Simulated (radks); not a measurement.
Task: Radial electron density D(r) = 4 pi r^2 rho(r) of an atom or ion with 46 electrons. All-electron calculation, scalar-relativistic Kohn-Sham, B86b exchange with PBE correlation, spin-polarised, spherical densities, point nucleus. Program: a radial shooting solver on a logarithmic mesh with Libxc functionals.

```
   r/bohr * D(r) (the largest magnitude, 78.3, reaches the edge; | marks zero)
 0.002035 |  *
 0.002313 |   *
  0.00265 |    *
 0.003012 |     *
 0.003451 |       *
 0.003923 |        *
 0.004494 |          *
 0.005108 |             *
 0.005852 |               *
 0.006704 |                  *
  0.00762 |                     *
  0.00873 |                         *
 0.009922 |                             *
  0.01137 |                                *
  0.01292 |                                    *
   0.0148 |                                       *
  0.01682 |                                         *
  0.01927 |                                          *
  0.02191 |                                          *
   0.0251 |                                          *
  0.02852 |                                        *
  0.03268 |                                      *
  0.03744 |                                     *
  0.04255 |                                    *
  0.04875 |                                     *
  0.05541 |                                        *
  0.06348 |                                            *
  0.07215 |                                                 *
  0.08266 |                                                     *
  0.09395 |                                                      *
   0.1076 |                                                    *
   0.1223 |                                                *
   0.1402 |                                           *
   0.1606 |                                      *
   0.1825 |                                    *
   0.2091 |                                      *
   0.2376 |                                         *
   0.2723 |                                           *
   0.3094 |                                          *
   0.3545 |                                     *
   0.4029 |                            *
   0.4616 |                    *
   0.5247 |              *
   0.6011 |            *
   0.6832 |            *
   0.7827 |             *
   0.8967 |             *
    1.019 |            *
    1.168 |         *
    1.327 |      *
     1.52 |    *
    1.728 |  *
     1.98 | *
     2.25 |*
    2.578 *
     2.93 *
    3.357 *
    3.815 *
    4.371 *
```

What is the nuclear charge?

Result: Z = 48. The innermost maximum, from 1s, lies near gamma/Z bohr with gamma = sqrt(1 - (Z/c)^2) = 0.937, here 0.0195 bohr (found: 0.0214), and its height grows with Z. The density is that of the cadmium ion Cd2+ in [Kr] 4d10; the configuration itself is not fixed sharply by these data, and Z only to a few units. D(r) has 4 maxima, at r = 0.0214, 0.0939, 0.281, 0.848 bohr, and minima at 0.0422, 0.182, 0.621 bohr, inside which lie 2.01, 11.15, 29.03 electrons.
